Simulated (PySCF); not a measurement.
Diagnose this run.

A geometry optimisation on [Cl5IMn]4- (charge -4 and sextet state). Method: PBE0-D3(BJ)/def2-SVP geometry optimisation, gas phase, def2 core potentials past Kr in PySCF.

Driver input (Å, GFN2-xTB start):

```
{"job": {"xc": "PBE0", "basis": "def2-SVP", "d3": "d3bj", "grid": 1, "maxiter": 40, "shake": 0.03, "kind": "geom"}, "charge": -4, "multiplicity": 6}
Mn     0.0567    -0.0750     0.0481
I     -0.0431    -0.1377     2.8370
Cl     0.0067     0.0598    -2.8124
Cl     2.8586     0.0090     0.0158
Cl    -2.7621     0.0327    -0.0709
Cl    -0.0233     2.7660     0.0342
Cl    -0.0015    -2.7567    -0.1203
```

Output:

```
step   0  E = -3747.69288467  max force = 0.033012
step   1  E = -3747.70491739  max force = 0.022433
step   2  E = -3747.71663825  max force = 0.019474
step   3  E = -3747.73640395  max force = 0.016523
step   4  E = -3747.75125211  max force = 0.018620
step   5  E = -3747.77887638  max force = 0.018907
step   6  E = -3747.80299277  max force = 0.017927
step   7  E = -3747.82448577  max force = 0.015342
step   8  E = -3747.84413069  max force = 0.011849
step   9  E = -3747.86032456  max force = 0.008907
step  10  E = -3747.87388321  max force = 0.007633
step  11  E = -3747.88542824  max force = 0.006593
step  12  E = -3747.89541411  max force = 0.005780
step  13  E = -3747.90417529  max force = 0.005146
step  14  E = -3747.91196599  max force = 0.004589
step  15  E = -3747.91892866  max force = 0.004105
step  16  E = -3747.92531053  max force = 0.003883
step  17  E = -3747.93140071  max force = 0.003286
step  18  E = -3747.93749648  max force = 0.002903
step  19  E = -3747.94404923  max force = 0.004170
step  20  E = -3747.94436253  max force = 0.004737
step  21  E = -3747.94768875  max force = 0.007076
step  22  E = -3747.95173701  max force = 0.010578
step  23  E = -3747.95412502  max force = 0.012731
step  24  E = -3747.96216179  max force = 0.015995
step  25  E = -3747.97645111  max force = 0.018415
step  26  E = -3747.99526168  max force = 0.012442
step  27  E = -3748.01102384  max force = 0.011702
step  28  E = -3748.02925138  max force = 0.009737
step  29  E = -3748.04286987  max force = 0.008758
step  30  E = -3748.05524928  max force = 0.007381
step  31  E = -3748.06585968  max force = 0.006443
step  32  E = -3748.07518960  max force = 0.005475
step  33  E = -3748.08338375  max force = 0.004751
step  34  E = -3748.09048330  max force = 0.004184
step  35  E = -3748.09697545  max force = 0.003808
step  36  E = -3748.10296698  max force = 0.003362
step  37  E = -3748.10377178  max force = 0.003325
step  38  E = -3748.10703236  max force = 0.003040
step  39  E = -3748.11177656  max force = 0.002604
step  40  E = -3748.11284648  max force = 0.003013
optimisation not converged
```

Energies are in Eh and forces in Eh/bohr.

Question: Which diagnosis fits best?
A. step limit reached with the energy nearly constant
B. step limit reached with the energy going up and down
C. step limit reached while the energy was still falling

Answer: C. After 41 gradient evaluations the largest force component was 0.00301 Eh/bohr against a threshold of 0.00045, and over the last 5 steps the energy changed by -9.959 kcal/mol in all, within a range of 9.959 kcal/mol, the last step by -0.671 kcal/mol. The energy rose in none of the 40 steps.

How can it be mended?

Restart from the last geometry with more steps, and check at the end whether the bonding still matches the drawn structure.
